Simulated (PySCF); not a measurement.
## Computed spin Hamiltonian

C₇H₈FO (doublet state).
Z-matrix (Å and degrees, GFN2-xTB geometry), rows numbered from 1:
```
O 
C   1  1.1971
C   2  1.5170  1  127.85
C   3  1.5504  2  102.66  1  -174.41
C   4  1.4854  3  106.87  2    66.47
C   5  1.4827  4  107.77  3   -70.72
C   2  1.5278  1  127.93  3  -178.09
F   7  1.3662  2  115.25  1   -21.88
C   7  1.5307  2  102.24  1  -149.15
H   3  1.0911  2  109.17  1    67.38
H   3  1.0895  2  111.40  1   -52.05
H   4  1.0876  3  113.58  2  -164.61
H   5  1.0712  4  125.46  3    92.87
H   6  1.0972  5  113.12  4  -115.73
H   6  1.0951  5  114.09  4   121.87
H   9  1.0884  4  114.08  3   -60.10
H   9  1.0880  4  113.39  3   173.09
```

The hyperfine couplings belong to this conformer and change with its torsions.

Identity: `O=C1C[C@@H]2[CH]C[C@@]1(F)C2` [radical].

Level of theory: PySCF 2.14.0, UKS B3LYP, pcH-1 on C F H O, non-relativistic, mean-field spin-orbit, GIAO. Geometry: GFN2-xTB; no solvent, vibrations or thermal averaging. Couplings are sensitive to structure, and on GFN2-xTB geometries they can be far from those on DFT ones. Stability of the SCF solution: not tested.

* g1, g2, g3: 2.00220, 2.00268, 2.00286
* g_iso: 2.00258
* Form of g: rhombic: the two nearest values differ by 28 % of g3 − g1
* ⟨S²⟩: 0.7538 (exact 0.7500)
* HOMO–LUMO gap, α and β orbitals: 4.80, 5.07 eV
* Total energy: -446.57743 Eh
* Basis functions: 305

Isotropic coupling and dipolar principal values T1 to T3, in MHz:

```tsv
atom	isotope	a_iso	T1	T2	T3	Mulliken spin population
O1	17O	-0.2	-0.5	-0.3	0.7	0.00
C2	13C	-3.1	-0.8	-0.6	1.4	0.00
C3	13C	80.0	-5.8	-5.7	11.5	0.05
C4	13C	-27.8	-2.1	-0.1	2.3	-0.07
C5	13C	108.9	-80.8	-80.3	161.1	1.02
C6	13C	-33.1	-2.7	0.3	2.3	-0.09
C7	13C	0.1	-1.6	-0.3	1.9	0.01
F8	19F	-2.7	-1.1	-0.8	1.8	0.00
C9	13C	17.6	-2.7	-2.1	4.8	0.02
H10	1H	24.6	-3.6	-1.7	5.3	0.01
H11	1H	-2.2	-5.9	-2.0	8.0	0.00
H12	1H	18.0	-4.8	-3.9	8.7	0.01
H13	1H	-59.2	-38.6	-0.2	38.8	-0.04
H14	1H	132.8	-5.4	-4.1	9.5	0.05
H15	1H	83.5	-4.8	-3.1	7.9	0.03
H16	1H	6.0	-2.3	-1.7	4.0	0.00
H17	1H	-1.0	-4.7	-2.6	7.3	0.00
```

The Mulliken spin populations are largest on C5 (+1.02), C6 (-0.09) and C4 (-0.07). C5 is the only atom above +0.15. The positive populations add up to 1.20 and the negative ones to -0.20, together 2S = 1. The angles at C5 add up to 357.8°, so it is nearly planar; its axial dipolar tensor and the negative coupling of its proton fit spin in a p orbital normal to that plane.

Axes: g3 points within 11° of the C5–H13 bond.

Under fast tumbling the dipolar parts average out, and these isotropic splittings remain (the largest six): 1 × 1H (H14, I = 1/2, 2 lines) with 4.74 mT, 1 × 1H (H15, I = 1/2, 2 lines) with 2.98 mT, 1 × 1H (H13, I = 1/2, 2 lines) with 2.11 mT, 1 × 1H (H10, I = 1/2, 2 lines) with 0.88 mT, 1 × 1H (H12, I = 1/2, 2 lines) with 0.64 mT and 1 × 1H (H16, I = 1/2, 2 lines) with 0.21 mT.

The 13C coupling of C5 (108.9 MHz) shows only in satellite lines or after enrichment, since that isotope makes up about 1.07 % of natural carbon.
